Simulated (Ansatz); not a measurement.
`CO[Si](CCC(F)(F)C(F)(F)C(F)(F)C(F)(F)F)(OC)OC`, relaxed as a singlet with RKS PBE-D4/def2-SVP in Ansatz, starting from the GFN2-xTB geometry. Force threshold 0.03 eV/Å.

Start:

| atom | x (Å) | y (Å) | z (Å) |
| --- | --- | --- | --- |
| C1 | -0.903 | -3.509 | -1.144 |
| O2 | 0.038 | -2.788 | -0.387 |
| Si3 | -0.187 | -1.934 | 0.970 |
| C4 | -1.041 | -0.258 | 0.663 |
| C5 | -0.270 | 0.597 | -0.339 |
| C6 | -1.061 | 1.840 | -0.714 |
| F7 | -2.270 | 1.507 | -1.234 |
| F8 | -1.336 | 2.615 | 0.363 |
| C9 | -0.365 | 2.734 | -1.786 |
| F10 | -0.164 | 1.998 | -2.900 |
| F11 | -1.174 | 3.752 | -2.141 |
| C12 | 1.013 | 3.311 | -1.353 |
| F13 | 1.945 | 2.340 | -1.436 |
| F14 | 1.001 | 3.725 | -0.076 |
| C15 | 1.471 | 4.499 | -2.252 |
| F16 | 0.778 | 5.598 | -1.982 |
| F17 | 1.324 | 4.216 | -3.540 |
| F18 | 2.756 | 4.762 | -2.035 |
| O19 | 1.264 | -1.491 | 1.534 |
| C20 | 2.428 | -2.257 | 1.735 |
| O21 | -1.071 | -2.906 | 1.937 |
| C22 | -1.504 | -2.709 | 3.259 |
| H23 | -0.351 | -4.145 | -1.836 |
| H24 | -1.526 | -4.125 | -0.496 |
| H25 | -1.540 | -2.824 | -1.708 |
| H26 | -1.153 | 0.306 | 1.587 |
| H27 | -2.047 | -0.437 | 0.281 |
| H28 | 0.681 | 0.893 | 0.100 |
| H29 | -0.075 | 0.035 | -1.252 |
| H30 | 3.211 | -1.579 | 2.073 |
| H31 | 2.260 | -3.026 | 2.491 |
| H32 | 2.731 | -2.737 | 0.805 |
| H33 | -1.810 | -3.680 | 3.650 |
| H34 | -0.703 | -2.300 | 3.876 |
| H35 | -2.355 | -2.025 | 3.284 |

```csv
step,energy (eV),largest force component (eV/Å),SCF passes
1,-47940.9445,1.683,22
2,-47941.1971,0.911,20
3,-47941.2606,0.167,20
4,-47941.2658,0.277,19
5,-47941.2765,0.080,20
6,-47941.2780,0.036,21
7,-47941.2797,0.032,20
8,-47941.2811,0.038,19
9,-47941.2820,0.046,19
10,-47941.2827,0.051,20
11,-47941.2835,0.041,20
12,-47941.2839,0.041,20
13,-47941.2842,0.039,20
14,-47941.2843,0.026,21
```

Force components are those of the run's own axes.

End:

```xyz
35

C    -0.7827   -3.7545   -1.0511
O     0.1097   -2.8220   -0.4673
Si   -0.1920   -1.8990    0.8868
C    -1.1362   -0.3259    0.5149
C    -0.3503    0.6103   -0.4109
C    -1.1078    1.8927   -0.7027
F    -2.3347    1.6059   -1.2460
F    -1.3363    2.5983    0.4465
C    -0.4253    2.8587   -1.7233
F    -0.3944    2.2419   -2.9345
F    -1.1854    3.9801   -1.8259
C     1.0342    3.2839   -1.3681
F     1.8666    2.2458   -1.6454
F     1.1254    3.5711   -0.0455
C     1.5518    4.5286   -2.1585
F     0.9604    5.6479   -1.7189
F     1.3080    4.3853   -3.4722
F     2.8778    4.6406   -1.9744
O     1.2815   -1.3882    1.4747
C     2.3945   -2.2411    1.6953
O    -1.0163   -2.9074    1.9379
C    -1.4787   -2.5416    3.2239
H    -0.2127   -4.4031   -1.7479
H    -1.2685   -4.3981   -0.2855
H    -1.5836   -3.2470   -1.6370
H    -1.3673    0.1962    1.4676
H    -2.1126   -0.5918    0.0581
H     0.6248    0.8707    0.0450
H    -0.1299    0.1186   -1.3801
H     3.2765   -1.6143    1.9389
H     2.2175   -2.9377    2.5454
H     2.6292   -2.8489    0.7942
H    -1.8931   -3.4418    3.7228
H    -0.6624   -2.1379    3.8650
H    -2.2877   -1.7763    3.1782
```

By distances, no bond broke or formed. The bond that changes most is Si3–O19, from 1.62 to 1.67 Å (atoms count from 1).

No frequencies were taken in this run, so the end may be a saddle point.

Hardware: 2 threads of AMD EPYC 7R13 on a shared host and a share (18 GiB) of an NVIDIA H100 80GB HBM3. Wall time 51 s.
